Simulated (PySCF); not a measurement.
# Mg: excitation energy

Mg [Ne] 3s2 (1S) → Mg [Ne] 3p2 (3P), as a difference of total energies. All numbers are calculated (PySCF 2.14, the non-relativistic Hamiltonian (point nucleus), in aug-cc-pV5Z (8s7p5d4f3g2h, 131 functions)). Correlated levels: valence: [Ne] frozen. The calculations carry no spin-orbit coupling.

Order these methods by the excitation energy they give, lowest first.
A. r2SCAN
B. UHF
C. PBE
D. revPBE

A (49567 cm⁻¹), D (49869 cm⁻¹), B (50571 cm⁻¹), C (50792 cm⁻¹).

For comparison: 57854 cm⁻¹ (measured; NIST levels, between the centres of gravity of the two terms).
